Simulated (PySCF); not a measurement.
Species: Ag(PF3)F (singlet state).
Cartesian coordinates in Å at the PBE0-D3(BJ)/def2-SVP level; atoms count from 1:
```
atom  x, y, z in Å
Ag1   -0.002    0.008   -1.547
P2    -0.002    0.003    0.697
F3     0.125    1.375    1.457
F4     1.131   -0.806    1.432
F5    -1.258   -0.580    1.445
F6     0.006   -0.001   -3.483
```

The calculation used PySCF 2.14.0, PBE0-D3(BJ)/def2-SVP geometry optimisation, gas phase, def2 core potentials past Kr.

Which atoms are bound to Ag1, and at what distances?

2 atoms: F6 1.937 Å, P2 2.244 Å. The nearest atom not counted as bound is F4, at 3.29 Å (others tie with it).

What is the shape at Ag1?

Linear: angle 179.5°.

What are the other bond lengths?

P2–F3, P2–F4, P2–F5 1.574 Å.

Give some angles away from the centre.

Ag1–P2–F3 118.7°, Ag1–P2–F4 117.9°, F3–P2–F4 99.5°.

Charge 0, singlet. No frequency check.

The run took 25 s on an Arm Neoverse V1 with one thread, shared host. This is the geometry optimisation.
